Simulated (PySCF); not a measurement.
BrH3SeSi, SMILES [SiH3][Se]Br. Geometry: PBE0-D3(BJ)/def2-SVP. The structure was generated by enumeration, and PubChem lists no compound with its InChIKey, so it may never have been made.

**Question.** Give the equilibrium geometry at PBE0-D3(BJ)/def2-SVP (PySCF confirms it by a frequency run) as bond lengths and angles, and its point group. (The exact figures need the calculation; the answer reports its results.)

**Answer.** point group Cs.
Atoms: Se1 Br2 Si3 H4 H5 H6. Bonded distances (Å): Se1–Br2 2.340, Se1–Si3 2.293, Si3–H4 1.494, Si3–H5 1.490, Si3–H6 1.490. Bond angles (°): Br2–Se1–Si3 94.6, Se1–Si3–H4 103.6, Se1–Si3–H5 110.5, Se1–Si3–H6 110.5, H4–Si3–H5 110.8, H4–Si3–H6 110.8, H5–Si3–H6 110.4.
